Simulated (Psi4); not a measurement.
H4Cl2O2Si2, singlet, at a GFN2-xTB geometry; MP2/def2-TZVPD in Psi4 1.11.

Here is a job for Psi4.
```
memory 2 GB

molecule mol {
0 1
  O    -1.481353   -1.188435   -0.859551
  Si   -0.561912   -0.152266   -0.031264
  Cl   -0.630340   -0.534421    1.935555
  Cl   -1.089253    1.745002   -0.408176
  O     0.911765   -0.422883   -0.580685
  Si    2.525714   -0.259196   -0.771724
  H    -2.425364   -1.258303   -0.743329
  H     2.753817    1.107671   -1.234798
  H     2.842262   -1.280024   -1.762486
  H     3.125839   -0.498211    0.538885
}

set basis def2-tzvpd
set reference rhf
set freeze_core true

energy('mp2')
print_variables()
```

Task: Predict the main parts of the log of this Psi4 run.

Result: 
```
    SCF Algorithm Type (re)set to DF.

   => Loading Basis Set <=

    Name: DEF2-TZVPD
    Role: ORBITAL
    Keyword: BASIS

         ---------------------------------------------------------
                                   SCF
               by Justin Turney, Rob Parrish, Andy Simmonett
                          and Daniel G. A. Smith
                              RHF Reference
         ---------------------------------------------------------

  ==> Geometry <==

    Molecular point group: c1
    Full point group: C1

    Geometry (in Angstrom), charge = 0, multiplicity = 1:

       Center              X                  Y                   Z               Mass
    ------------   -----------------  -----------------  -----------------  -----------------
         O           -1.432217031684    -1.207607878071    -0.888469805210    15.994914619570
         SI          -0.512776031684    -0.171438878071    -0.060182805210    27.976926534650
         CL          -0.581204031684    -0.553593878071     1.906636194790    34.968852682000
         CL          -1.040117031684     1.725829121929    -0.437094805210    34.968852682000
         O            0.960900968316    -0.442055878071    -0.609603805210    15.994914619570
         SI           2.574849968316    -0.278368878071    -0.800642805210    27.976926534650
         H           -2.376228031684    -1.277475878071    -0.772247805210     1.007825032230
         H            2.802952968316     1.088498121929    -1.263716805210     1.007825032230
         H            2.891397968316    -1.299196878071    -1.791404805210     1.007825032230
         H            3.174974968316    -0.517383878071     0.509966194790     1.007825032230

  Running in c1 symmetry.

  Rotational constants: A =      0.05823  B =      0.03713  C =      0.03057 [cm^-1]
  Rotational constants: A =   1745.83828  B =   1113.23494  C =    916.32059 [MHz]
  Nuclear repulsion =  557.277179799911892

  Charge       = 0
  Multiplicity = 1
  Electrons    = 82
  Nalpha       = 41
  Nbeta        = 41

  ==> Algorithm <==

  SCF Algorithm Type is DF.
  DIIS enabled.
  MOM disabled.
  Fractional occupation disabled.
  Guess Type is SAD.
  Energy threshold   = 1.00e-08
  Density threshold  = 1.00e-08
  Integral threshold = 1.00e-12

  ==> Primary Basis <==

  Basis Set: DEF2-TZVPD
    Blend: DEF2-TZVPD
    Number of shells: 110
    Number of basis functions: 294
    Number of Cartesian functions: 330
    Spherical Harmonics?: true
    Max angular momentum: 3

   => Loading Basis Set <=

    Name: (DEF2-TZVPD AUX)
    Role: JKFIT
    Keyword: DF_BASIS_SCF

  ==> Integral Setup <==

  SCF_SUBTYPE=INCORE selected. In-core MEM_DF algorithm will be used.
  Using in-core AOs.

  ==> MemDFJK: Density-Fitted J/K Matrices <==

    J tasked:                   Yes
    K tasked:                   Yes
    wK tasked:                   No
    Algorithm:                 Core
    Schwarz Cutoff:           1E-12
    Mask sparsity (%):       5.4676
    Fitting Condition:        1E-10

   => Auxiliary Basis Set <=

  Basis Set: (DEF2-TZVPD AUX)
    Blend: DEF2-UNIVERSAL-JKFIT
    Number of shells: 226
    Number of basis functions: 738
    Number of Cartesian functions: 886
    Spherical Harmonics?: true
    Max angular momentum: 4

  Minimum eigenvalue in the overlap matrix is 4.8087414398E-05.
  Reciprocal condition number of the overlap matrix is 4.5882636277E-06.
    Using symmetric orthogonalization.

  ==> Pre-Iterations <==

  SCF Guess: Superposition of Atomic Densities via on-the-fly atomic UHF (no occupation information).

   -------------------------
    Irrep   Nso     Nmo
   -------------------------
     A        294     294
   -------------------------
    Total     294     294
   -------------------------

  ==> Iterations <==

                           Total Energy        Delta E     RMS |[F,P]|

   @DF-RHF iter SAD: -1648.63048920863798   -1.64863e+03   0.00000e+00
   @DF-RHF iter   1: -1649.13306726378960   -5.02578e-01   2.35610e-03 ADIIS/DIIS
   @DF-RHF iter   2: -1649.24890144506071   -1.15834e-01   1.48161e-03 ADIIS/DIIS
   @DF-RHF iter   3: -1649.31063467800959   -6.17332e-02   1.71351e-04 ADIIS/DIIS
   @DF-RHF iter   4: -1649.31233550042793   -1.70082e-03   4.64351e-05 DIIS
   @DF-RHF iter   5: -1649.31250574727233   -1.70247e-04   1.21944e-05 DIIS
   @DF-RHF iter   6: -1649.31251865003605   -1.29028e-05   5.22108e-06 DIIS
   @DF-RHF iter   7: -1649.31252065003309   -2.00000e-06   1.23977e-06 DIIS
   @DF-RHF iter   8: -1649.31252079200954   -1.41976e-07   4.17069e-07 DIIS
   @DF-RHF iter   9: -1649.31252080650506   -1.44955e-08   1.14755e-07 DIIS
   @DF-RHF iter  10: -1649.31252080761965   -1.11459e-09   2.98290e-08 DIIS
   @DF-RHF iter  11: -1649.31252080769832   -7.86713e-11   5.77628e-09 DIIS
  Energy and wave function converged.

  ==> Post-Iterations <==

    Orbital Energies [Eh]
    ---------------------

    Doubly Occupied:

[...]
    Virtual:

[...]
     294A     45.793518

    Final Occupation by Irrep:
              A
    DOCC [    41 ]
    NA   [    41 ]
    NB   [    41 ]

  @DF-RHF Final Energy: -1649.31252080769832

   => Energetics <=

    Nuclear Repulsion Energy =            557.2771797999118917
    One-Electron Energy =               -3394.2291518131341945
    Two-Electron Energy =                1187.6394512055237556
    Total Energy =                      -1649.3125208076983199

Computation Completed

Properties will be evaluated at   0.000000,   0.000000,   0.000000 [a0]

Properties computed using the SCF density matrix

 Multipole Moments:

 ------------------------------------------------------------------------------------
     Multipole            Electronic (a.u.)      Nuclear  (a.u.)        Total (a.u.)
 ------------------------------------------------------------------------------------

 L = 1.  Multiply by 2.5417464519 to convert [e a0] to [Debye]
 Dipole X            :         -7.6820344            7.6139832           -0.0680512
 Dipole Y            :          2.9041275           -2.9709858           -0.0668583
 Dipole Z            :          4.4179318           -4.4811964           -0.0632646
 Magnitude           :                                                    0.1144701

 ------------------------------------------------------------------------------------

  //>>>>>>>>>>>>>>>>>>>>>>>>>>>>>>>>>>>//
  //               DFMP2               //
  //<<<<<<<<<<<<<<<<<<<<<<<<<<<<<<<<<<<//

   => Loading Basis Set <=

    Name: (DEF2-TZVPD AUX)
    Role: RIFIT
    Keyword: DF_BASIS_MP2

	 --------------------------------------------------------
	                          DF-MP2
	      2nd-Order Density-Fitted Moller-Plesset Theory

	        Rob Parrish, Justin Turney, Andy Simmonett,
	           Ed Hohenstein, and C. David Sherrill
	 --------------------------------------------------------

   => Auxiliary Basis Set <=

  Basis Set: (DEF2-TZVPD AUX)
    Blend: DEF2-TZVPD-RI
    Number of shells: 224
    Number of basis functions: 796
    Number of Cartesian functions: 998
    Spherical Harmonics?: true
    Max angular momentum: 4

	 --------------------------------------------------------
	                 NBF =   294, NAUX =   796
	 --------------------------------------------------------
	   CLASS    FOCC     OCC    AOCC    AVIR     VIR    FVIR
	   PAIRS      22      41      19     253     253       0
	 --------------------------------------------------------

	-----------------------------------------------------------
	 ==================> DF-MP2 Energies <====================
	-----------------------------------------------------------
	 Reference Energy          =   -1649.3125208076983199 [Eh]
	 Singles Energy            =      -0.0000000000000000 [Eh]
	 Same-Spin Energy          =      -0.2650857283766237 [Eh]
	 Opposite-Spin Energy      =      -0.8038451076809050 [Eh]
	 Correlation Energy        =      -1.0689308360575287 [Eh]
	 Total Energy              =   -1650.3814516437557813 [Eh]
	-----------------------------------------------------------
	 ================> DF-SCS-MP2 Energies <==================
	-----------------------------------------------------------
	 SCS Same-Spin Scale       =       0.3333333333333333 [-]
	 SCS Opposite-Spin Scale   =       1.2000000000000000 [-]
	 SCS Same-Spin Energy      =      -0.0883619094588746 [Eh]
	 SCS Opposite-Spin Energy  =      -0.9646141292170860 [Eh]
	 SCS Correlation Energy    =      -1.0529760386759606 [Eh]
	 SCS Total Energy          =   -1650.3654968463742989 [Eh]
	-----------------------------------------------------------

  Variable Map:
  ----------------------------------------------------------------------------
[...]
  Array Variable Map:
  ----------------------------------------------------------------------------
[...]
[...]
```
